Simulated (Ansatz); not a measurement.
(1R)-1-chloro-1,2,2-trifluoroethane (C2H2ClF3), SMILES F[C@@H](C(F)F)Cl.

Coordinates come from a PBE-D3(BJ)/def2-SVP optimisation. One conformer was computed; it need not be the lowest.

Two levels are set side by side: PBE/def2-SVPD (Ansatz, a quantum-chemistry and plane-wave program) and PBE0/def2-SVPD (Ansatz). Energy differences of separate SCF runs at the same geometry; the states with an electron removed or added have multiplicity 2 and 2. Differences are taken from unrounded values.

```
quantity                             PBE
---------------------------------  -----
vertical ionisation energy (eV)    11.23
vertical singlet–triplet gap (eV)   6.34
```

Problem. These are the PBE values. What does PBE0 give? (The exact figures need the calculation; the answer reports its results.)

Solution. 
```json
[
 {"quantity": "vertical ionisation energy (eV)", "PBE0": "11.85", "PBE minus PBE0": "-0.62"},
 {"quantity": "vertical singlet–triplet gap (eV)", "PBE0": "6.69", "PBE minus PBE0": "-0.35"}
]
```
